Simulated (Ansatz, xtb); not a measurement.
**C4H4F3NO: which of two isomers lies lower**

Structure X: `NC(=O)/C=C\C(F)(F)F`, a singlet. Structure Y: `O=CN/C=C\C(F)(F)F`, a singlet. Both are isolated molecules in the gas phase, relaxed with B3LYP-D3(BJ)/def2-SVP; the shapes shown needn't be the lowest conformers.

X (Å):

```xyz
13

C    -0.2334   -0.1601    0.0278
C    -0.8665    1.0461    0.6729
C    -1.1931    2.2208    0.1224
C    -1.0739    2.5809   -1.3328
F    -2.0232    1.9567   -2.0840
F     0.1118    2.2475   -1.8609
F    -1.2476    3.8960   -1.5083
N    -0.7642   -0.5764   -1.1515
O     0.6884   -0.7186    0.5936
H    -0.3098   -1.3479   -1.6266
H    -1.5011   -0.0702   -1.6248
H    -0.9583    0.9389    1.7575
H    -1.5801    3.0318    0.7443
```

Y (Å):

```
atom    x (Å)    y (Å)    z (Å)
   C  -0.6126  -1.9231   1.2615
   C   0.1188   0.3084   0.6760
   C   0.0027   1.5661   0.2141
   C  -1.2223   2.2252  -0.3187
   F  -2.3090   1.4064  -0.3076
   F  -1.0585   2.6317  -1.5897
   F  -1.5535   3.3156   0.3946
   N  -0.8642  -0.6591   0.7636
   O   0.4604  -2.3043   1.6608
   H  -1.5282  -2.5592   1.2518
   H  -1.8037  -0.4365   0.4523
   H   1.0844  -0.0501   1.0405
   H   0.8860   2.2064   0.2143
```

Quicker runs give these differences E(Y) − E(X): GFN2-xTB −26.72 kJ/mol; HF/STO-3G −27.78 kJ/mol (at GFN2-xTB geometries); r2SCAN-D4/def2-SVP −4.96 kJ/mol (at GFN2-xTB geometries).

Estimate E(Y) − E(X) at the level CCSD(T)/def2-SVP + ΔMP2/def2-TZVPP.

Too close to call at this level: CCSD(T)/def2-SVP + ΔMP2/def2-TZVPP gives E(Y) − E(X) = +3.98 kJ/mol.

Level by level:

```
                             level               geometry  E(Y) − E(X) (kJ/mol)  departure from the last row (kJ/mol)  job, with rough time for the two
                          GFN2-xTB               GFN2-xTB                  −26.72                                −30.70              optimisation, 0.14 s
                         HF/STO-3G               GFN2-xTB                  −27.78                                −31.76              single point, 0.44 s
                r2SCAN-D4/def2-SVP               GFN2-xTB                   −4.96                                 −8.94               single point, 3.9 s
             B3LYP-D3(BJ)/def2-SVP  B3LYP-D3(BJ)/def2-SVP                   −6.54                                −10.52                optimisation, 48 s
                       HF/def2-SVP  B3LYP-D3(BJ)/def2-SVP                   −9.40                                −13.38           part of the CCSD(T) run
                      MP2/def2-SVP  B3LYP-D3(BJ)/def2-SVP                   −1.13                                 −5.11           part of the CCSD(T) run
                  CCSD(T)/def2-SVP  B3LYP-D3(BJ)/def2-SVP                   −1.57                                 −5.56                      single point
CCSD(T)/def2-SVP + ΔMP2/def2-TZVPP  B3LYP-D3(BJ)/def2-SVP                   +3.98                                                   single point, 2.4 min
```

As drawn, Y has 1 C–N, 1 C–H in place of 1 C–C, 1 N–H.

The largest departure from CCSD(T)/def2-SVP + ΔMP2/def2-TZVPP is that of HF/STO-3G, 31.76 kJ/mol. A small imaginary or near-zero mode remains, so no thermal terms are given. The last row adds to CCSD(T) the change of the MP2 difference between the two basis sets, here +5.56 kJ/mol.

The correlated steps freeze 9 core orbitals. Codes used: Ansatz 0.2.0, xtb 6.7.1; the last row on 4 threads of Arm Neoverse V1 on a shared host.
